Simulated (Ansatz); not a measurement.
YOBr, SMILES [O]=[Y][Br].

The structure is a stationary point at PBE-D3(BJ)/def2-TZVP. The def2 effective core potentials stand for the cores of Y; spin–orbit coupling is left out.

Two levels are set side by side: PBE/def2-TZVPD (Ansatz, a first-principles code) and CAM-B3LYP/def2-TZVPD (Ansatz). Energy differences of separate SCF runs at the same geometry; the states with an electron removed or added have multiplicity 2 and 2. Differences are taken from unrounded values.

```tsv
quantity	CAM-B3LYP
vertical ionisation energy (eV)	9.26
vertical electron affinity (eV)	1.49
vertical singlet–triplet gap (eV)	2.79
```

### Question
What does PBE give, and how far is it from CAM-B3LYP? (Estimate from the structure and the level; the computed values follow.)

### Answer

| quantity | PBE | PBE minus CAM-B3LYP |
|---|---|---|
| vertical ionisation energy (eV) | 8.89 | -0.37 |
| vertical electron affinity (eV) | 1.38 | -0.11 |
| vertical singlet–triplet gap (eV) | 2.82 | 0.03 |
